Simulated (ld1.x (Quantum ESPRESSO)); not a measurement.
# An all-electron radial function and its pseudo partner (cadmium)

Columns: radius, all-electron u(r) and pseudo u(r) of the 4d shell (level -11.73 eV) of cadmium in the configuration [Kr] 4d10 5s2 5p0; PBE, scalar-relativistic, TM scheme, ld1.x (Quantum ESPRESSO) 7.5.

| r (bohr) | all-electron | pseudo |
| --- | --- | --- |
| 0.115 | 0.2969 | -0.0093 |
| 0.230 | 0.4760 | -0.0685 |
| 0.345 | 0.2346 | -0.2014 |
| 0.460 | -0.1507 | -0.3935 |
| 0.575 | -0.4953 | -0.6005 |
| 0.690 | -0.7387 | -0.7750 |
| 0.805 | -0.8790 | -0.8888 |
| 0.920 | -0.9377 | -0.9395 |
| 1.035 | -0.9398 | -0.9400 |
| 1.150 | -0.9068 | -0.9068 |
| 1.265 | -0.8537 | -0.8537 |
| 1.380 | -0.7909 | -0.7909 |
| 1.495 | -0.7249 | -0.7249 |
| 1.610 | -0.6594 | -0.6594 |
| 1.725 | -0.5968 | -0.5968 |
| 1.840 | -0.5383 | -0.5383 |
| 1.955 | -0.4843 | -0.4843 |
| 2.070 | -0.4350 | -0.4350 |
| 2.185 | -0.3903 | -0.3903 |
| 2.300 | -0.3499 | -0.3499 |
| 2.415 | -0.3136 | -0.3136 |
| 2.530 | -0.2809 | -0.2809 |
| 2.645 | -0.2515 | -0.2515 |
| 2.760 | -0.2252 | -0.2252 |
| 2.875 | -0.2016 | -0.2016 |
| 2.990 | -0.1805 | -0.1805 |

How many radial nodes do the two functions have?

The all-electron 4d function has n − l − 1 = 1; the pseudo-wave has 0, since the states of the same l below it are removed with the core.

At about which radius was the pseudo-wave matched?

1.20 bohr. The columns agree to 0.0005 from 1.03 bohr on; several derivatives are matched, so the curves merge somewhat inside the radius.

Where does each function peak?

Outermost all-electron maximum near 1.03 bohr, pseudo maximum near 1.03 bohr (to the table’s step).

Is the pseudo-wave norm-conserving?

Yes: the TM scheme keeps the norm inside the radius equal to the all-electron one, which fixes the energy derivative of the logarithmic derivative at the level.
